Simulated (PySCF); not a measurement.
NMR data simulated for an unnamed compound:

¹H NMR (400 MHz, computed): δ 8.11 (s, 1H), 5.70 (sept, 1H), 0.57 (d, 6H).

¹³C{¹H} NMR (computed): δ 146.8 (CH), 130.2 (C), 117.7 (C), -0.8 (CH3).

- PBE0/pcSseg-1 with gauge-including orbitals
- structure optimised with GFN2-xTB
- program: PySCF
- gas phase, relativity neglected, one averaged value for each set of equivalent atoms, one computed conformer

Shifts are taken against calculated references (same method and geometry level): ¹H and ¹³C vs TMS.

Which of these does the molecule contain: a (CH3)2CH unit, a Si–CH3 group, an N-methyl group, a Si–H bond, an NH or NH2 group, a heteroaromatic ring?

Results:


- A (CH3)2CH unit: no.
- A Si–CH3 group: yes (δC -0.8; δH 0.57 (d)).
- An N-methyl group: no.
- A Si–H bond: yes (δH 5.70 (sept)).
- An NH or NH2 group: no.
- A heteroaromatic ring: yes.

The data belong to `C[SiH](C)n1ncc(C#N)n1`, C$_{5}$H$_{8}$N$_{4}$Si; they needn't prove each group on their own.

Carbon signals by region: 3 in the sp2 and nitrile region (100–160 ppm), 1 below 50 ppm.

Shifts are as computed. Against solution values, carbons near 30 ppm lie about +3 ppm off and those near 130 ppm about +5 ppm. Of 1211 compounds with measured shifts, 218 miss one by over three times the rms of a fit or turn the order of signals round; such compounds aren't used in these exercises. Multiplicities follow the n + 1 count of equivalent neighbours, as no J values were calculated; m marks all less simple cases, F and P coupling included.
